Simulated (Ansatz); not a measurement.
Relaxation of CH6BClFP (11 atoms, charge 0, multiplicity 1), to a largest force component of 0.03 eV/Å in at most 50 steps.

These are results of Ansatz 0.2.0, RKS PBE-D4/cc-pVDZ, not measurements.

```xyz
11
Properties=species:S:1:pos:R:3:forces:R:3
B 0.087 0.668 -0.290 -0.05 -0.42 -0.15
Cl 0.753 -0.320 2.535 -0.11 0.67 -0.10
C 1.344 -0.063 -0.873 0.00 0.01 -0.04
H 1.201 -1.161 -0.927 0.00 0.02 0.01
H 1.522 0.308 -1.909 0.00 -0.02 0.01
H 2.269 0.155 -0.302 -0.02 0.00 -0.02
F -1.114 0.036 -0.245 0.06 0.05 -0.05
P 0.045 2.557 0.074 0.00 0.37 0.13
H -0.808 2.576 1.234 -0.02 0.00 0.00
H 1.291 2.697 0.783 0.01 -0.01 -0.01
H 0.502 0.915 2.058 0.14 -0.68 0.22
```

Question: Where does it end, and by what steps?

Answer: The forces met the threshold. After 7 steps the energy has fallen by 0.052 eV; Cl2 moved furthest, 0.42 Å.

| step | energy less start (eV) | largest force component (eV/Å) | accepted |
| --- | --- | --- | --- |
| 0 | 0.0000 | 0.683 | yes |
| 1 | -0.0273 | 0.661 | yes |
| 2 | 0.1054 | 1.513 | no |
| 3 | -0.0475 | 0.086 | yes |
| 4 | -0.0505 | 0.070 | yes |
| 5 | -0.0520 | 0.037 | yes |
| 6 | -0.0522 | 0.033 | yes |
| 7 | -0.0524 | 0.023 | yes |

```xyz
11
Properties=species:S:1:pos:R:3
B 0.061 0.683 -0.405
Cl 0.889 -0.103 2.872
C 1.326 -0.072 -0.927
H 1.166 -1.167 -0.981
H 1.543 0.282 -1.962
H 2.235 0.137 -0.329
F -1.159 0.101 -0.484
P 0.067 2.558 0.128
H -0.870 2.494 1.221
H 1.264 2.561 0.932
H 0.569 0.894 2.073
```

Whether the end is a true minimum wasn't checked by a vibrational analysis.

Time of the run: 15 s on 4 threads of Intel(R) Xeon(R) Platinum 8259CL CPU @ 2.50GHz (Skylake/Cascade Lake) (shared host), peak memory 0.21 GiB.
